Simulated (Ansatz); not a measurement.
Consider the redistribution: `CO[SiH](Cl)O[SiH3]` + `CCC[SiH2]O` → `O[SiH2]CC[SiH3]` + `CO[SiH](Cl)OC`.

Computed with Ansatz on PBE0-D4/def2-TZVP structures; ΔE is electronic, products minus reactants. CBS: MP2 limit from def2 TZ/QZ plus the TZ coupled-cluster correction, frozen cores. Functionals use def2-TZVPP. B3LYP here is the variant with VWN-RPA as its local correlation; programs differ in this. Each species was taken in one conformer, which may not be the lowest.

```
             level  ΔE (kJ/mol)
          B3LYP-D4        164.4
           ωB97X-V        164.3
           ωB97M-V        165.5
            r2SCAN        164.6
SCS-MP2/def2-TZVPP        176.5
   CCSD/def2-TZVPP        173.4
     HF/def2-QZVPP        187.7
     MP2/CBS(def2)        178.4
```

(1) What does CCSD(T)/CBS give? (An estimate is asked.)

Largest T1 diagnostic among the species: 0.011.

## Answers

(1) The calculation gave: +172.2 kJ/mol. The listed levels differ from it by -7.8, -7.9, -6.7, -7.6, 4.3, 1.2, 15.5, 6.2 kJ/mol.

From PBE to PBE0 (25 % exact exchange), in def2-TZVPP and without D4, ΔE moves by +8.5 kJ/mol. In def2-TZVPP, CCSD(T) changes the Hartree–Fock value by −16.0 kJ/mol (the triples alone add −3.3 kJ/mol) and MP2 by −9.8 kJ/mol.
